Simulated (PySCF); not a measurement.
## [Pb(H2O)2]2+ relaxed at several levels

Computed with PySCF 2.14.0, def2-SVP on the ligands, density fitting, scalar-relativistic core potentials, no spin-orbit coupling, vacuum. Each row is relaxed at its own level from the same template. Distances are means of the shortest metal–ligand contacts, charges and spins Mulliken's; removal energies are rigid, with the ligand's formal charge and no counterpoise, so too large; for an anion taken off a cation in vacuum most of it is the attraction of opposite charges, and multiply charged cations can part far more cheaply with an electron moved from ligand to metal.

```
level   basis on the metal  point group  M–H2O (Å)  charge on M (e)  HOMO–LUMO gap (eV)  removal of one H2O (eV)  strongest infrared band, degenerate modes summed (cm⁻¹)  unstable modes (below −25 cm⁻¹)
B3LYP  def2-SVP with ECP60           C1      2.370             1.48                6.44                     2.43                                                      463                                0
```

Question: What does the calculation give for PBE0, def2-SVP with ECP60?

Answer: point group: C1, M–H2O (Å): 2.358, charge on M (e): 1.50, HOMO–LUMO gap (eV): 7.14, removal of one H2O (eV): 2.44, unstable modes (below −25 cm⁻¹): 1 (soft).
```xyz
7

Pb    1.4090    0.4694   -0.0222
O    -0.1819    0.0091    1.6480
H    -0.1100    0.2584    2.5902
H    -1.0000   -0.5173    1.5707
O    -0.2177   -0.1511   -1.6223
H    -0.0635   -0.7464   -2.3814
H    -1.0879    0.2613   -1.7830
```

Members with unstable modes aren't minima as they stand: saddle points kept by symmetry or, where the modes are soft, flat surfaces and noise. Moved off a saddle point of the template and relaxed again: B3LYP, PBE0. One start shape was tried for each, so a minimum needn't be the lowest isomer.
